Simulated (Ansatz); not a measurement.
Start from `O[SiH](O)[GeH3]` and change one atom or group to get `N[SiH](O)O`.

Ansatz, PBE0-D4/def2-TZVP geometries, multiplicity 1. Each molecule was computed in one conformer, which needn't be the lowest.

Scalar relativity is left out up to krypton.

```tsv
property	`O[SiH](O)[GeH3]`
LUMO energy (PBE/def2-TZVPP) / eV	-0.98
HOMO energy (PBE0/def2-TZVPP) / eV	-7.78
LUMO energy (ωB97M-V/def2-TZVPP) / eV	1.46
HOMO energy (ωB97M-V/def2-TZVPP) / eV	-9.85
HOMO–LUMO gap (B3LYP/def2-TZVPP) / eV	7.16
ideal-gas entropy at 298 K and 1 bar (rigid rotor, harmonic PBE0-D4/def2-TZVP) / J/(mol·K)	368
```

(1) Give the same properties after the change, and the shifts. (Estimate.)

Results:

(1) Computed: 
```csv
property,`N[SiH](O)O`,shift
LUMO energy (PBE/def2-TZVPP) / eV,-0.19,0.79
HOMO energy (PBE0/def2-TZVPP) / eV,-7.77,0.01
LUMO energy (ωB97M-V/def2-TZVPP) / eV,2.05,0.59
HOMO energy (ωB97M-V/def2-TZVPP) / eV,-10.16,-0.31
HOMO–LUMO gap (B3LYP/def2-TZVPP) / eV,7.80,0.64
"ideal-gas entropy at 298 K and 1 bar (rigid rotor, harmonic PBE0-D4/def2-TZVP) / J/(mol·K)",314,-54
```

The zero-point energy changes by 9.6 kJ/mol with -3 modes. Modes under 60 cm⁻¹, often nearly free rotors, make the harmonic entropy too high.

B3LYP here is the variant with VWN-RPA as its local correlation; programs differ in this.
